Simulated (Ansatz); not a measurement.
Which isomer of CH5B2Br gives these data?

These gas-phase data were calculated for one isomer of CH5B2Br at PBE-D3(BJ)/def2-SVP (harmonic, unscaled wavenumbers; equilibrium rotational constants with average atomic masses):

```
rotational constants            : 14.48, 1.855, 1.739 GHz
all wavenumbers above 1500 cm⁻¹ : 3084, 3029, 2937, 2564, 2477
```

Candidates:

(1) `CBBBr`, a singlet
(2) `BCBBr`, a singlet

Problem. Which candidate do the data belong to?

Solution. Candidate (1). 2 modes lie between 2350 and 2900 cm⁻¹, one for each B–H bond, while (2) has 3.

The same quantities for all candidates:

```tsv
	rotational constants (GHz)	wavenumbers above 1500 cm⁻¹	E above the lowest, PBE-D3(BJ)/def2-SVP (kcal/mol)
(1)	14.48, 1.855, 1.739	3084, 3029, 2937, 2564, 2477	6.1
(2)	17.21, 1.906, 1.873	3089, 2945, 2605, 2591, 2511	0.0
```

Each candidate is one conformer. Programs: Ansatz 0.2.0.
